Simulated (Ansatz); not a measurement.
Consider the redistribution: `O[SiH2]N[SiH2][SiH3]` + `C=C[Si](N)(F)OC` → `C=C[SiH2]N[SiH2]O` + `CO[Si](N)(F)[SiH3]`.

Computed with Ansatz on PBE0-D4/def2-TZVP structures; ΔE is electronic, products minus reactants. CCSD(T)/CBS is the MP2 limit (def2-TZVPP, def2-QZVPP) plus CCSD(T) − MP2 in def2-TZVPP, frozen cores. DFT in def2-TZVPP. B3LYP here is the variant with VWN-RPA as its local correlation; programs differ in this. One conformer a species, not always the lowest.

```json
{"level": "PBE0-D4", "ΔE (kcal/mol)": "3.3", "difference from CCSD(T)/CBS": "0.4"}
{"level": "B3LYP-D4", "ΔE (kcal/mol)": "2.6", "difference from CCSD(T)/CBS": "-0.3"}
{"level": "ωB97X-V", "ΔE (kcal/mol)": "3.0", "difference from CCSD(T)/CBS": "0.1"}
{"level": "B2PLYP", "ΔE (kcal/mol)": "2.7", "difference from CCSD(T)/CBS": "-0.2"}
{"level": "PBE", "ΔE (kcal/mol)": "2.7", "difference from CCSD(T)/CBS": "-0.2"}
{"level": "PBE0", "ΔE (kcal/mol)": "3.3", "difference from CCSD(T)/CBS": "0.4"}
{"level": "B3LYP", "ΔE (kcal/mol)": "2.6", "difference from CCSD(T)/CBS": "-0.3"}
{"level": "HF/def2-TZVPP", "ΔE (kcal/mol)": "3.1", "difference from CCSD(T)/CBS": "0.2"}
{"level": "CCSD/def2-TZVPP", "ΔE (kcal/mol)": "3.4", "difference from CCSD(T)/CBS": "0.5"}
{"level": "HF/CBS(def2)", "ΔE (kcal/mol)": "3.0", "difference from CCSD(T)/CBS": "0.1"}
{"level": "CCSD(T)/CBS", "ΔE (kcal/mol)": "2.9", "difference from CCSD(T)/CBS": "0"}
```

Largest T1 diagnostic among the species: 0.012.
